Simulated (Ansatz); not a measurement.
Relaxation of CH$_{2}$ClFO$_{2}$Si (8 atoms, charge 0, multiplicity 1), to a largest force component of 0.015 eV/Å in at most 40 steps.

Level of theory: RKS r2SCANh-D4/6-31G in Ansatz 0.2.0.

```xyz
8
Properties=species:S:1:pos:R:3
O 1.751 0.414 -0.760
Si 0.644 -0.257 0.263
F 0.360 0.681 1.491
O 1.340 -1.558 0.871
C 0.090 -1.970 0.343
Cl 0.029 -2.948 -1.116
H 1.516 0.316 -1.702
H -0.740 -2.174 0.971
```

Q: Where does it end, and by what steps?

A: The run converged. Limits of this set-up: no polarisation functions. After 14 steps the energy has fallen by 1.445 eV; O1 moved furthest, 0.39 Å.

```json
{"step": "0", "energy less start (eV)": "0.0000", "largest force component (eV/Å)": "5.523", "accepted": "yes"}
{"step": "1", "energy less start (eV)": "-0.9800", "largest force component (eV/Å)": "2.220", "accepted": "yes"}
{"step": "2", "energy less start (eV)": "-1.3231", "largest force component (eV/Å)": "0.638", "accepted": "yes"}
{"step": "3", "energy less start (eV)": "-1.2842", "largest force component (eV/Å)": "2.044", "accepted": "no"}
{"step": "4", "energy less start (eV)": "-1.3874", "largest force component (eV/Å)": "0.259", "accepted": "yes"}
{"step": "5", "energy less start (eV)": "-1.4096", "largest force component (eV/Å)": "0.232", "accepted": "yes"}
{"step": "6", "energy less start (eV)": "-1.4266", "largest force component (eV/Å)": "0.796", "accepted": "yes"}
{"step": "7", "energy less start (eV)": "-1.4325", "largest force component (eV/Å)": "0.229", "accepted": "yes"}
{"step": "8", "energy less start (eV)": "-1.4330", "largest force component (eV/Å)": "0.245", "accepted": "yes"}
{"step": "9", "energy less start (eV)": "-1.4427", "largest force component (eV/Å)": "0.180", "accepted": "yes"}
{"step": "10", "energy less start (eV)": "-1.4440", "largest force component (eV/Å)": "0.055", "accepted": "yes"}
{"step": "11", "energy less start (eV)": "-1.4448", "largest force component (eV/Å)": "0.038", "accepted": "yes"}
{"step": "12", "energy less start (eV)": "-1.4450", "largest force component (eV/Å)": "0.026", "accepted": "yes"}
{"step": "13", "energy less start (eV)": "-1.4450", "largest force component (eV/Å)": "0.019", "accepted": "yes"}
{"step": "14", "energy less start (eV)": "-1.4451", "largest force component (eV/Å)": "0.006", "accepted": "yes"}
```

```xyz
8
Properties=species:S:1:pos:R:3
O 1.430 0.571 -0.904
Si 0.740 -0.242 0.378
F 0.388 0.919 1.513
O 1.377 -1.766 0.966
C -0.010 -1.924 0.344
Cl 0.007 -2.874 -1.236
H 1.790 0.189 -1.714
H -0.732 -2.371 1.014
```

Whether the end is a true minimum wasn't checked by a vibrational analysis.

The run took 70 s on 1 thread of Intel(R) Xeon(R) Platinum 8488C (Sapphire Rapids) (shared host), peak memory 0.23 GiB.
